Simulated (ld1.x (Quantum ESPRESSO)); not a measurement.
## Transferability test, PAW potential for Pd (Z = 46)

* Element: palladium (Pd)
* Generator: ld1.x (Quantum ESPRESSO) 7.5
* Type: PAW
* Functional: PBE
* Relativity: fully relativistic
* Frozen core: [Kr]
* Valence charge: 10
* Reference configuration: 4d10 5s0 5p0
* Partial waves: 5s (bound, empty): rcut 2.30, rcutus 2.60 bohr; 5s channel at 0.3 Ry: rcut 2.30, rcutus 2.60 bohr; 5p (bound, empty): rcut 3.20, rcutus 3.70 bohr; 5p channel at 0.85 Ry: rcut 3.20, rcutus 3.70 bohr; 4d (bound): rcut 1.50, rcutus 2.10 bohr; 4d channel at 0.15 Ry: rcut 1.50, rcutus 2.10 bohr
* Local potential: all-electron potential smoothed inside 2.10 bohr (lloc = -2)
* Core correction: Bessel-smoothed model core, default radius (core density twice the valence density)
* Augmentation charge: BESSEL, radius 1.55 bohr

Open shells are filled in proportion to 2j + 1 (rel_dist='average').

Energies are relative to the spin-unpolarised reference configuration 4d10 5s0 5p0; without spin polarisation the order of configurations can differ from experiment.

Problem. Give the all-electron excitation energy and the error of the potential for: 4d9 5s0 5p0; 4d8 5s0 5p0; 4d7 5s0 5p0; 4d9 5s1 5p0; 4d9 5s0 5p1; 4d6 5s0 5p0; 4d8 5s1 5p0.

Solution.

| valence configuration | charge | ΔE all-electron (eV) | error AE − PS (meV) |
| --- | --- | --- | --- |
| 4d9 5s0 5p0 | +1 | 9.119 | -20 |
| 4d8 5s0 5p0 | +2 | 29.938 | -159 |
| 4d7 5s0 5p0 | +3 | 64.296 | -590 |
| 4d9 5s1 5p0 | 0 | 1.503 | -24 |
| 4d9 5s0 5p1 | 0 | 5.238 | -14 |
| 4d6 5s0 5p0 | +4 | 113.635 | -1529 |
| 4d8 5s1 5p0 | +1 | 13.644 | -128 |

The ghost test of this file was not conclusive.
